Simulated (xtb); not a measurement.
HNaO, charge -1, doublet, geometry from GFN2-xTB (such geometries of metal compounds can be far from the true shape) (a state made from the parent by changing its charge; the spin is typed, not shown lowest); GFN2-xTB in xtb.

Input for xtb:
```
$ xtb coord --gfn 2 --chrg -1 --uhf 1 --json

# file coord
$coord
     -0.0000000000      -0.0000000000      -2.2955834170  na
      0.0000000000       0.0000000000       2.6028964241  o
      0.0000000000       0.0000000000       4.4282461560  h
$end
```

Problem. Write the output that xtb gives for this input, abridged.

Solution. 
```
   ID    Z sym.   atoms
    1   11 na     1
    2    8 o      2
    3    1 h      3

           -------------------------------------------------
          |                Calculation Setup                |
           -------------------------------------------------

           -------------------------------------------------
          |                 G F N 2 - x T B                 |
           -------------------------------------------------

          ...................................................
          :                      SETUP                      :
          :.................................................:
          :  # basis functions                   9          :
          :  # atomic orbitals                   9          :
          :  # shells                            5          :
          :  # electrons                         9          :
          :  max. iterations                   250          :
          :  Hamiltonian                  GFN2-xTB          :
          :  restarted?                      false          :
          :  GBSA solvation                  false          :
          :  PC potential                    false          :
          :  electronic temp.          300.0000000     K    :
          :  accuracy                    1.0000000          :
          :  -> integral cutoff          0.2500000E+02      :
          :  -> integral neglect         0.1000000E-07      :
          :  -> SCF convergence          0.1000000E-05 Eh   :
          :  -> wf. convergence          0.1000000E-03 e    :
          :  Broyden damping             0.4000000          :
          :  net charge                         -1          :
          :  unpaired electrons                  1          :
          ...................................................

 iter      E             dE          RMSdq      gap      omega  full diag
   1     -3.7314898 -0.373149E+01  0.330E+01    1.52       0.0  T
   2     -4.8513931 -0.111990E+01  0.159E+01    2.97       1.0  T
   3     -4.8744928 -0.230997E-01  0.124E+01    2.90       1.0  T
   4     -4.8941855 -0.196927E-01  0.528E+00    2.74       1.0  T
   5     -4.8932615  0.923997E-03  0.272E+00    2.69       1.0  T
   6     -4.8950157 -0.175422E-02  0.746E-01    2.65       1.0  T
   7     -4.8950551 -0.393597E-04  0.432E-01    2.65       1.0  T
   8     -4.8951270 -0.718616E-04  0.855E-02    2.66       1.0  T
   9     -4.8951282 -0.124330E-05  0.501E-02    2.66       1.2  T
[...]
         :: total energy              -4.879269753417 Eh    ::
[...]
         4        2.0000           -0.0665905              -1.8120
         5        1.0000            0.0291030               0.7919 (HOMO)
         6                          0.1267921               3.4502 (LUMO)
         7                          0.1267921               3.4502
         8                          0.2674566               7.2779
         9                          0.5155427              14.0286
      -------------------------------------------------------------
                  HL-Gap            0.0976892 Eh            2.6583 eV
             Fermi-level            0.0296019 Eh            0.8055 eV

     #   Z          covCN         q      C6AA      α(0)
     1  11 na       0.442    -0.125   586.696    95.812
     2   8 o        1.247    -0.931    35.382     7.992
     3   1 h        0.805     0.055     2.294     2.379

 Mol. C6AA /au·bohr⁶  :        864.206334
 Mol. C8AA /au·bohr⁸  :      88165.885274
 Mol. α(0) /au        :        106.183555

Wiberg/Mayer (AO) data.
largest (>0.10) Wiberg bond orders for each atom

 ---------------------------------------------------------------------------
     #   Z sym  total        # sym  WBO       # sym  WBO       # sym  WBO
 ---------------------------------------------------------------------------
     1  11 na   0.249 --     2 o    0.248
     2   8 o    1.244 --     3 h    0.996     1 na   0.248
     3   1 h    0.997 --     2 o    0.996
 ---------------------------------------------------------------------------

Topologies differ in total number of bonds
Writing topology from bond orders to xtbtopo.mol

molecular dipole:
                 x           y           z       tot (Debye)
 q only:        0.000       0.000      -1.890
   full:        0.000      -0.000      -0.376       0.957
molecular quadrupole (traceless):
                xx          xy          yy          xz          yz          zz
 q only:        2.938       0.000       2.938       0.000       0.000      -5.876
  q+dip:        5.104       0.000       5.104       0.000       0.000     -10.208
   full:        5.301       0.000       5.301       0.000       0.000     -10.602

           -------------------------------------------------
          | TOTAL ENERGY               -4.879269753417 Eh   |
          | GRADIENT NORM               0.000072825845 Eh/α |
          | HOMO-LUMO GAP               2.658257386665 eV   |
           -------------------------------------------------

normal termination of xtb
```
